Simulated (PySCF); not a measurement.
Br (bromine, neutral) across methods

[Ar] 3d10 4s1 4p6, 2S determinant (an excited configuration). Computed with PySCF 2.14 in aug-cc-pVTZ-PP with one added diffuse shell each of s, d, f type with ECP10MDF (7s5p5d3f, 68 functions), with scalar relativity through the core potential. The B2PLYP total includes its PT2 part (frozen core); its orbital energies are those of the SCF part.

```csv
method,E (hartree),mean ε 4s α (eV),mean ε 4p α (eV),mean ε 4p β (eV),Σ⟨r²⟩ (bohr²),⟨S²⟩
PBE0,-416.3007,-24.006,-10.359,-9.015,40.71,0.756
r2SCAN,-416.2109,-22.499,-9.346,-8.237,40.50,0.758
M06,-416.4287,-23.845,-10.236,-8.777,40.53,0.756
UHF,-414.93600,-31.049,-14.225,-10.788,41.56,0.783
r2SCANh,-416.2045,-23.408,-9.895,-8.598,40.54,0.759
B2PLYP,-415.9435,-26.605,-11.718,-9.703,41.09,0.762
LDA,-415.7653,-21.628,-8.934,-8.207,40.73,0.752
PBE,-416.3499,-21.421,-8.836,-8.035,40.78,0.753
```

Q: Estimate the same row for CAM-B3LYP.

A: E (hartree) = -416.3150; mean ε 4s α (eV) = -25.690; mean ε 4p α (eV) = -11.694; mean ε 4p β (eV) = -10.325; Σ⟨r²⟩ (bohr²) = 40.87; ⟨S²⟩ = 0.755.

Energies and moments cover only the electrons outside the core potential.
